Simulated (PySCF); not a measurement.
**Unknown: peak-picked proton spectrum**

Formula C$_{10}$H$_{15}$N. The spectrum was simulated from the full spin Hamiltonian at 300 MHz with 1.2 Hz Lorentzian lines, from shifts rounded to 0.01 ppm and J to 0.1 Hz, couplings under 1 Hz left out.

```tsv
region	integral (H)	ppm	Hz	height
1	2	7.038	2111.4	7
1		7.033	2109.9	7
1		7.008	2102.3	16
2	1	6.943	2083.0	7
2		6.920	2076.0	4
2		6.912	2073.8	4
2		6.889	2066.7	2
3	6	2.780	834.0	100
4	6	2.220	666.0	100
```

[PySCF: PBE0-D3(BJ)/def2-SVP structure; J: B3LYP/pcJ-1 (without the spin–dipole term); σ from GIAO-PBE/pcSseg-1; rapidly exchanging positions averaged; non-relativistic; no solvent; a single conformation]

Chemical shifts δ = σref − σ; 1H (31.20 ppm) vs TMS, all at this level.

**Question.** Analyse the multiplets.

**Answer.** 1H NMR (300 MHz, computed): δ 7.02 (m, 2H), 6.92 (m, 1H), 2.78 (s, 6H), 2.22 (s, 6H). These are first-order names from the parameters used; overlap and second-order distortion can hide them in the list.

**Question.** What is the compound?

**Answer.** SMILES Cc1cccc(C)c1N(C)C.

Atom-mapped SMILES (the numbers label the heavy atoms): `[CH3:1][c:2]1[cH:3][cH:4][cH:5][c:6]([CH3:7])[c:8]1[N:9]([CH3:10])[CH3:11]`. Each H is labelled by its parent atom.

δ 7.02: H(C3)/H(C5), hydrogen on an aromatic CH, coupled to H(C4) (8.3 Hz). δ 6.92: H(C4), hydrogen on an aromatic CH, coupled to H(C3)/H(C5) (8.3 Hz). δ 2.78: H(C10)/H(C11), hydrogen on a methyl carbon bonded to N. δ 2.22: H(C1)/H(C7), hydrogen on a methyl carbon on an aromatic ring.

The shifts were computed for this structure.

Multiplet labels drop couplings under 1 Hz and merge nearly equal ones. Unscaled 3J(H,H) at this level run about 10 % above measured values.
